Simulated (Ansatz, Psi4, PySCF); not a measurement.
System: CH₄Al, net charge 0, doublet state. SMILES: [AlH][CH3]
Geometry: optimised at B3LYP-D3(BJ)/def2-TZVP (Ansatz, a first-principles code).

Quantity: atomisation energy, in kcal/mol. Conventions: non-relativistic; six Cartesian d functions in 6-31G* and its kin unless marked 5d; no dispersion term unless named; spin-orbit terms left out; atomisation electronic, to ground-state atoms; 6-311+G** with 5d, 6d on Na to Ar in Ansatz; open shells spin-unrestricted; frozen cores in correlated levels. Ab initio and DFT rows: single points at B3LYP-D3(BJ) geometries (Ansatz). The spin state of an ion or metal species was assumed, not searched.

```tsv
level	program	atomisation energy (kcal/mol)
PBE/STO-3G	Ansatz	585.1
PBE/3-21G	Ansatz	430.2
BP86/def2-SVP	PySCF	439.4
BP86/6-31G* (5d)	PySCF	438.4
B3LYP/6-31G*	Ansatz	426.3
B3LYP/6-31G**	Ansatz	429.8
B3LYP/6-311+G**	Ansatz	425.9
M06-2X/6-31G* (5d)	PySCF	428.7
wB97X-D/6-311+G**	Psi4	426.4
MP2/3-21G	Ansatz	368.5
M06-2X/def2-TZVPD	PySCF	429.8
B2PLYP-D3(BJ)/def2-TZVPD	Ansatz + dftd3	425.6
```

No value to compare with is used here. The 10 habitual levels span 368.5 (MP2/3-21G) to 585.1 kcal/mol (PBE/STO-3G); M06-2X/def2-TZVPD gives 429.8.

The levels are drawn from those run, B3LYP/6-31G* more often than the rest, none by its result; runs whose electronic state is in doubt are left out.
